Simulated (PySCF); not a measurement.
# Tm⁺ (thulium, charge +1) across methods

[Xe] 4f12 5d1 6s1, one real determinant (an excited configuration). All numbers are calculated (PySCF 2.14, the spin-free X2C one-electron Hamiltonian (Gaussian nucleus), in x2c-TZVPPall (11s7p7d4f2g, 113 functions)).

| method | E (hartree) | mean ε 4f β (eV) | mean ε 6s α (eV) | mean ε 5d α (eV) | Σ⟨r²⟩ (bohr²) | ⟨S²⟩ |
| --- | --- | --- | --- | --- | --- | --- |
| r2SCAN | -13567.01 | -15.330 | -10.491 | -9.180 | 54.15 | 6.001 |
| UHF | -13562.11475 | -26.871 | -12.247 | -12.397 | 55.12 | 6.003 |
| PBE0 | -13566.64 | -18.394 | -10.969 | -9.864 | 54.33 | 6.001 |
| PBE | -13566.84 | -15.319 | -10.404 | -8.829 | 54.42 | 6.000 |

(1) Estimate the same row for LDA.

⟨L²⟩ = 30.02 against 56 for a pure K term, so this real determinant mixes terms. Spin-orbit coupling, absent here, splits the open shell strongly.

Answers

(1) E (hartree) = -13557.66; mean ε 4f β (eV) = -15.541; mean ε 6s α (eV) = -10.653; mean ε 5d α (eV) = -8.833; Σ⟨r²⟩ (bohr²) = 54.16; ⟨S²⟩ = 6.000.
